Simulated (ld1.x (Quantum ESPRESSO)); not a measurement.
**Before and after: TM potential for Ta**

| Item | Value |
| --- | --- |
| Element | tantalum |
| Generator | ld1.x (Quantum ESPRESSO) 7.5 |
| Type | norm-conserving Troullier–Martins (Kleinman–Bylander form) |
| Functional | PBEsol |
| Relativity | fully relativistic |
| Frozen core | [Xe] 4f14 |
| Valence charge | 5 |
| Reference configuration | 5d3.5 6s1.5 6p0 |
| Partial waves | 6s (bound): rc 3.00 bohr; 6p (bound, empty): rc 2.70 bohr; 5d (bound): rc 1.70 bohr |
| Local potential | all-electron potential smoothed inside 2.65 bohr (lloc = -1) |
| Core correction | Bessel-smoothed model core inside 1.35 bohr |

Open shells are filled in proportion to 2j + 1 (rel_dist='average').

All-electron outer shells of the reference configuration (PBEsol, scalar-relativistic, ld1.x):

```json
{"shell": "5p", "level (eV)": "-38.58", "outermost node (bohr)": "0.58", "outermost maximum (bohr)": "1.13"}
{"shell": "4f", "level (eV)": "-23.82", "outermost node (bohr)": "–", "outermost maximum (bohr)": "0.44"}
{"shell": "6s", "level (eV)": "-5.21", "outermost node (bohr)": "1.32", "outermost maximum (bohr)": "2.78"}
{"shell": "5d", "level (eV)": "-3.11", "outermost node (bohr)": "0.65", "outermost maximum (bohr)": "1.60"}
{"shell": "6p", "level (eV)": "-1.26", "outermost node (bohr)": "1.60", "outermost maximum (bohr)": "3.94"}
```

Change: wave 6s (bound): rc 3.00 bohr becomes 6s (bound): rc 3.84 bohr.

Cutoffs: the cutoffs (Ry, on a coarse ladder) from which the occupation-weighted sum of valence levels, in a spherical-Bessel basis at the reference potential, stays within 10 and 1 mRy of its value at 400 Ry; they do not see the model core or the augmentation charge, which bear on the density cutoff. Errors are all-electron minus pseudo energies relative to the spin-unpolarised reference configuration.

Question: How do hardness, ghosts and transferability respond?

Answer: The potential gets neither clearly harder nor softer (30 Ry and 35 Ry → 30 Ry and 35 Ry); of the 7 tests that both files solve, the error grows in 5 and shrinks in 2 by more than 15 % and 0.3 meV (median size 9.0 → 33.2 meV); neither file shows a bound ghost.

| quantity | base | changed |
| --- | --- | --- |
| cutoff, loose | 30 Ry | 30 Ry |
| cutoff, tight | 35 Ry | 35 Ry |
| bound ghosts | none | none |
| error for 5d3 6s2 6p0, meV [ΔE -0.99 eV] | -9.0 | +2.8 |
| error for 5d3 6s1 6p0, meV [ΔE 7.52 eV] | +1.4 | +8.8 |
| error for 5d3 6s0 6p0, meV [ΔE 22.50 eV] | -39 | -92 |
| error for 5d3 6s0 6p2, meV [ΔE 7.60 eV] | -5.5 | -55 |
| error for 5d3 6s0 6p1, meV [ΔE 12.60 eV] | +13 | -33 |
| error for 5d4 6s1 6p0, meV [ΔE 1.10 eV] | -8.7 | -0.5 |
| error for 5d2 6s2 6p1, meV [ΔE 2.01 eV] | -46 | +82 |
